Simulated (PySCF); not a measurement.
C3H6GeO, SMILES [Ge@@H]1([CH3])[O]C=[CH]1.

Geometry: B3LYP-D3(BJ)/def2-SVP. The structure was generated by enumeration; whether it is a known compound was not checked.

Level of theory: PySCF with TDA-B3LYP/def2-SVPD.

Vertical excitations. Isolated molecule, no solvent.

Q: Give excitation energies, oscillator strengths and character. (The exact figures need the calculation; the answer reports its results.)

A: 
| state | energy (eV) | λ (nm) | f | main pairs |
|---|---|---|---|---|
| S1 | 4.64 | 267 | 0.003 | HOMO→LUMO 99 % |
| S2 | 5.58 | 222 | 0.041 | HOMO→LUMO+1 82 %, HOMO→LUMO+2 13 % |
| S3 | 5.93 | 209 | 0.003 | HOMO→LUMO+3 96 % |
| S4 | 6.14 | 202 | 0.040 | HOMO→LUMO+2 48 %, HOMO→LUMO+4 41 % |
| S5 | 6.40 | 194 | 0.033 | HOMO→LUMO+4 54 %, HOMO→LUMO+2 28 % |
| S6 | 6.82 | 182 | 0.024 | HOMO−1→LUMO 78 %, HOMO→LUMO+5 12 % |
| S7 | 6.98 | 178 | 0.005 | HOMO→LUMO+5 82 % |
| S8 | 7.06 | 176 | 0.008 | HOMO−1→LUMO+1 90 % |
| S9 | 7.22 | 172 | 0.003 | HOMO−2→LUMO+1 50 %, HOMO−3→LUMO 32 %, HOMO−2→LUMO 8 % |
| S10 | 7.29 | 170 | 0.002 | HOMO−3→LUMO 35 %, HOMO−2→LUMO+1 34 %, HOMO−2→LUMO 22 % |
| T1 | 3.89 | 319 | 0 | HOMO→LUMO+1 79 %, HOMO→LUMO+2 16 % |
| T2 | 4.44 | 279 | 0 | HOMO→LUMO 98 % |
| T3 | 5.76 | 215 | 0 | HOMO→LUMO+3 85 % |
| T4 | 5.82 | 213 | 0 | HOMO→LUMO+2 80 %, HOMO→LUMO+1 16 % |
Triplets are in the Tamm–Dancoff approximation.
